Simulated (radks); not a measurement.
Q: Excited configurations of Tb: one electron is placed in a higher orbital outside [Xe] 4f9 6s1. The ground configuration is [Xe] 4f9 6s2. All-electron calculation, Dirac Kohn-Sham, BLYP, spin-unpolarised, spherical densities, finite nucleus; open shells fill j = l - 1/2 first; Fermi nuclear charge, rms radius 5.06 fm. Program: a radial shooting solver on a logarithmic mesh with Libxc functionals. Excitation = E - E(ground); binding = E(ion) - E, where the ion is the core of charge +1; n* = 1/sqrt(2 binding) in atomic units, and the quantum defect is n - n*.

outer orbital  excitation (eV)  binding (eV)     n*  quantum defect  eigenvalue (eV)  <r> (bohr)
5d3/2                    2.398         3.717  1.913           3.087           -0.887       3.810
6p1/2                    2.496         3.619  1.939           4.061           -1.707       5.498
6d3/2                    4.742         1.372  3.149           2.851           -0.573       11.85
7s1/2                    4.057         2.057  2.572           4.428           -1.144       10.13
7f5/2                    5.602         0.513  5.150           1.850           -0.291       39.96

Estimate the row for 7p1/2.

A: excitation (eV) 4.543; binding (eV) 1.571; n* 2.943; quantum defect 4.057; eigenvalue (eV) -0.855; <r> (bohr) 12.61. The Delta-SCF ionisation energy is 6.115 eV (NIST Atomic Spectra Database: 5.864 eV, measured). Self-interaction in the functional shifts the binding energies and quantum defects, so they are the method's values and not measured ones. Spin polarisation and multiplet splitting are left out, so open shells lie too high by an amount that depends on their filling.

Beside tabulated values, note that spin-unpolarised runs miss the spin-polarisation part of the exchange energy of open shells.
